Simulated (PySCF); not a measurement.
## Electron correlation in Sc²⁺ (scandium, charge +2)

[Ar] 4s1, 2S determinant (an excited configuration). All numbers are calculated (PySCF 2.14, scalar relativity by spin-free X2C-1e, in ANO-RCC-VTZP (6s5p3d2f1g, 59 functions)). Frozen: [Ne]; 9 electrons correlated.

```csv
level,correlation energy (mhartree)
CCSD,-285.15
(T),-7.19
CCSD(T),-292.34
```

Diagnostics: T1 = 0.0056, D1 = 0.0234, largest double amplitude 0.037.

Cost of the coupled-cluster step: about 2.4 core-seconds, for 9 correlated electrons.
